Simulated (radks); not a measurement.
Values are calculated unless marked as measured or tabulated.
Valence configurations of Lu IV (all share [Xe]). Level of theory: scalar-relativistic Kohn-Sham, BLYP, spin-unpolarised, spherical densities, finite nucleus; Fermi nuclear charge, rms radius 5.37 fm (a radial shooting solver on a logarithmic mesh with Libxc functionals). Energies are relative to 4f14; eigenvalues in eV.

valence,E (eV),e(4f),e(5d),e(6p),e(6s)
4f14,0.000,-36.042,-,-,-
4f13.5 5d0.5,6.145,-39.794,-26.139,-,-
4f12 6p2,54.971,-61.641,-,-23.221,-
4f13.5 6s0.5,6.596,-41.332,-,-,-26.073
4f13 5d0.5 6p0.5,17.768,-45.988,-28.711,-20.262,-
4f13 6p1,22.194,-48.293,-,-21.079,-
4f12 6s1 6p1,47.440,-60.343,-,-22.631,-30.107
4f13 6s1,15.363,-46.949,-,-,-27.193
4f12 5d2,33.604,-52.097,-28.993,-,-
4f13 5d1,13.735,-43.731,-27.098,-,-

NIST lists [Xe] 4f14 as the ground configuration; this level of theory agrees among the configurations tried. The energies are those of spherical spin-averaged densities, not of single terms.
